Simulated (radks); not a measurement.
Valence configurations of Pb3+ (all share [Xe]). Calculated with a radial shooting solver on a logarithmic mesh with Libxc functionals: Dirac Kohn-Sham, PBEsol, spin-unpolarised, spherical densities, point nucleus; open shells fill j = l - 1/2 first. Energies are relative to 4f14 5d10 6s1; eigenvalues in eV.

| valence | E (eV) | e(4f5/2) | e(4f7/2) | e(5d3/2) | e(5d5/2) | e(6p1/2) |
|---|---|---|---|---|---|---|
| 4f14 5d10 6s1 | 0.000 | -164.10 | -159.06 | -51.047 | -48.375 | - |
| 4f14 5d10 6p1 | 9.462 | -165.32 | -160.28 | -52.142 | -49.454 | -28.757 |
| 4f14 5d9 6s1 6p1 | 21.445 | -169.97 | -164.94 | -55.435 | -52.645 | -30.018 |
| 4f14 5d8 6s1 6p2 | 45.279 | -175.91 | -170.87 | -59.780 | -56.870 | -31.818 |
| 4f13 5d10 6s2 | 129.58 | -182.52 | -177.34 | -56.506 | -53.553 | - |
| 4f13 5d10 6s1 6p1 | 139.53 | -183.72 | -178.54 | -57.585 | -54.618 | -30.334 |
| 4f13 5d9 6s1 6p2 | 165.07 | -189.78 | -184.60 | -62.055 | -58.967 | -32.159 |
| 4f13 5d8 6s2 6p2 | 182.36 | -194.77 | -189.58 | -65.491 | -62.296 | -33.333 |
| 4f12.5 5d9.5 6s1 6p2 | 229.37 | -196.84 | -191.59 | -63.188 | -60.010 | -32.321 |
| 4f12 5d10 6s1 6p2 | 296.66 | -203.98 | -198.65 | -64.317 | -61.049 | -32.479 |

NIST lists [Xe] 4f14 5d10 6s1 as the ground configuration; this level of theory agrees among the configurations tried. The energies are those of spherical spin-averaged densities, not of single terms.
